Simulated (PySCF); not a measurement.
Structure with atom numbers: `[O:1]=[C:2]([O:3][CH:4]1[CH2:5][CH2:6]1)[SiH2:7][F:8]` (H(Xn): hydrogen on atom n). Ha(C5), Ha(C6) are cis to O3 on the ring; Hb(C5), Hb(C6) are trans to O3 on the ring.

Calculated, not measured (PySCF): shielding tensors at PBE0/pcSseg-1 (GIAO), GFN2-xTB geometry. No solvent, rapidly exchanging positions averaged, one computed conformer, non-relativistic.

Chemical shifts δ = σref − σ; ¹³C (σref 186.93) and ¹H (σref 31.72) and ²⁹Si (σref 349.16) against TMS; H2O for ¹⁷O (σref 336.08); CFCl3 for ¹⁹F (σref 170.95), all at this level.

```csv
atoms,nucleus,count,δ (ppm)
H(Si7),¹H,2,?
O1,¹⁷O,1,?
O3,¹⁷O,1,256.7
Si7,²⁹Si,1,-29.8
Ha(C5)/Ha(C6),¹H,2,?
H(C4),¹H,1,5.53
C4,¹³C,1,48.3
Hb(C5)/Hb(C6),¹H,2,0.76
C5/C6,¹³C,2,8.1
C2,¹³C,1,185.3
F8,¹⁹F,1,-221.7
```

**Question.** Complete the table.

**Answer.** 
- H(Si7): 4.97 ppm, hydrogen on a silicon bonded to C, F
- Ha(C5)/Ha(C6): 1.02 ppm, hydrogen on a three-membered-ring carbon; cyclopropane-type protons are shielded by the ring
- O1: 495.5 ppm, ester carbonyl oxygen

Shifts are as computed. Against solution values, carbons near 30 ppm lie about +3 ppm off and those near 130 ppm about +5 ppm. Of 1211 compounds with measured shifts, 218 miss one by over three times the rms of a fit or turn the order of signals round; such compounds aren't used in these exercises. Unscaled 19F shifts against computed CFCl3 carry errors that often reach 10 to 50 ppm. Unscaled 17O shifts of doubly bonded oxygen tend to come out too high, by tens of ppm or more. Experimental scales use liquid or dissolved standards, which lie at an offset from isolated H2O (liquid H2O: subtract about 36 ppm).
